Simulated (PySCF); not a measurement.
Structure problem from calculated spectra and properties.

Formula: C3H12ClNSi4.

* 1H NMR: chemical shifts (computed TMS as zero) by class: 5.86 (1 H), 5.35 (1 H), 4.13 (1 H), 3.50 (3 H), 2.33 (1 H), 0.32 (3 H), -0.40 (2 H) ppm [GIAO PBE0/pcSseg-1]
* Rotational structure: rotational constants A, B, C: 0.976, 0.399, 0.352 GHz [GFN2-xTB]
* NMR, other nuclei: isotropic shieldings of nuclei other than C and H, by class: 271 (1 N), 381 (1 Si), 387 (1 Si), 433 (1 Si), 464 (1 Si), 987 (1 Cl) ppm [GIAO PBE0/pcSseg-1]
* Dipole: 1.46 D [PBE0/pcSseg-1]
* 13C NMR: chemical shifts (computed TMS as zero) by class: 108.3 (1 C), 90.6 (1 C), -7.2 (1 C) ppm [GIAO PBE0/pcSseg-1]

Electronic properties: PySCF, gas phase, density fitting. Levels stand in brackets. Isolated species at its GFN2-xTB geometry (one conformer only). NMR values are class means; diastereotopic atoms form classes of their own.

Task: What is the compound? Reason from the data.

Result: Numbering: `[CH:1]#[C:2][Si@@H:3]([Cl:4])[Si@@H:5]([NH2:6])[Si@@H:7]([CH3:8])[SiH3:9]`. Its formula, C3H12ClNSi4, gives 2 degrees of unsaturation: 0 rings and 2 π bonds in the structure found. 3 carbons fall into 3 classes; from least to most shielded: terminal alkyne carbon [C1] (108.3 ppm), alkyne carbon [C2] (90.6 ppm), Si-methyl carbon [C8] (-7.2 ppm). Hydrogen classes from least to most shielded: 1 H on a chlorine-bound silicon, Si3 (5.86 ppm), 1 H on an SiH silicon, Si5 (5.35 ppm), 1 H on an SiH silicon, Si7 (4.13 ppm), 3 H on an SiH3 silicon, Si9 (3.50 ppm), 1 H on a terminal alkyne carbon, C1 (2.33 ppm), 3 H on an Si-methyl carbon, C8 (0.32 ppm, a mean of values up to 0.8 ppm apart in this geometry), 2 H on a silicon-bound nitrogen, N6 (-0.40 ppm). The other shieldings belong to: 271 ppm, silicon-bound nitrogen [N6]; 381 ppm, chlorine-bound silicon [Si3]; 387 ppm, SiH silicon [Si5]; 433 ppm, SiH silicon [Si7]; 464 ppm, SiH3 silicon [Si9]; 987 ppm, silicon-bound chlorine [Cl4]. The optimised geometry has point group C1 and is an asymmetric top. Structure: `C#C[Si@@H](Cl)[Si@@H](N)[Si@@H](C)[SiH3]`. Computed isomers that give other values at the same levels: `C#C[Si@@]([SiH3])(Cl)[Si@H](N)[SiH2]C` (1H chemical shifts (computed TMS as zero) by class: 5.30 (1 H), 4.06 (1 H), 4.01 (1 H), 3.82 (3 H), 2.45 (1 H), 0.29 (3 H), -0.38 (2 H) ppm); `C#C[Si@@]([SiH3])(Cl)[Si@@H](N)[SiH2]C` (1H chemical shifts (computed TMS as zero) by class: 5.39 (1 H), 4.10 (1 H), 3.92 (1 H), 3.86 (3 H), 2.55 (1 H), 0.20 (3 H), -0.47 (2 H) ppm); `CC#C[SiH2][Si@H](Cl)N([SiH3])[SiH3]` (13C chemical shifts (computed TMS as zero) by class: 117.9 (1 C), 76.3 (1 C), 6.3 (1 C) ppm). The assignments are read from this structure; whether some other isomer fits the data as well wasn't checked. The mirror image fits equally.

Conformer computed: `[CH:1]#[C:2][Si@@H:3]([Cl:4])[Si@@H:5]([NH2:6])[Si@@H:7]([CH3:8])[SiH3:9]`: C2–Si3–Si5–N6 168°, Si3–Si5–Si7–C8 35°, H–N6–Si5–Si3 -163°, H–N6–Si5–Si3 61°.
